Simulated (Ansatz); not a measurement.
Harmonic frequencies (cm⁻¹) at PBE0-D4/def2-TZVP from Ansatz: 98, 133, 171, 371, 436, 501, 560, 609, 662, 699, 722, 784, 930, 1012, 1179, 1403, 1478, 1940, 1967, 3602, 3899.

Each molecule was computed in one conformer, which needn't be the lowest.

**Question.** Which molecule is it?
A. `OB(F)[NH][AlH2]`
B. `C1NC[Se]1`
C. `C#CBN=C`
D. `O[CH2][SnH3]`

**Answer.** A.
